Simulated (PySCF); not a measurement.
Ge(Me)3(OEt), C5H14GeO, SMILES CC[O][Ge]([CH3])([CH3])[CH3] (GFN2-xTB optimised geometry):

```
21

C     -1.244     2.255    -0.690
C     -0.419     1.013    -0.998
O     -0.661     0.050     0.000
Ge    -0.083    -1.637     0.000
C      1.915    -1.637     0.000
C     -0.876    -2.285     1.694
C     -0.797    -2.555    -1.625
H     -0.972     2.644     0.288
H     -2.301     2.001    -0.676
H     -1.067     3.019    -1.443
H      0.647     1.274    -1.023
H     -0.694     0.624    -1.987
H      2.297    -2.644     0.131
H      2.301    -1.246    -0.938
H      2.290    -1.018     0.810
H     -1.957    -2.190     1.663
H     -0.623    -3.327     1.864
H     -0.508    -1.697     2.529
H     -0.336    -2.160    -2.527
H     -0.595    -3.620    -1.580
H     -1.871    -2.411    -1.696
```

Computed with B3LYP/def2-SVP in PySCF 2.14.0.

**Question.** What are the frontier orbital energies and the dipole moment?

**Answer.** HOMO-2 -8.22 eV, HOMO-1 -7.40 eV, HOMO -6.79 eV, LUMO 1.06 eV, LUMO+1 1.73 eV; dipole moment 1.34 D.

On the same geometry PBE/def2-SVP run with PySCF gives HOMO-2 -7.14 eV, HOMO-1 -6.19 eV, HOMO -5.50 eV, LUMO 0.57 eV, LUMO+1 1.07 eV; dipole moment 1.27 D.

Meta-Löwdin charges at B3LYP/def2-SVP: C1 -0.28, C2 0.06, O3 -0.60, Ge4 0.95, C5 -0.51, C6 -0.50, C7 -0.51, H8 0.10, H9 0.10, H10 0.09, H11 0.07, H12 0.07, H13 0.11, H14 0.10, H15 0.11, H16 0.11, H17 0.10, H18 0.11, H19 0.10, H20 0.11, H21 0.11.
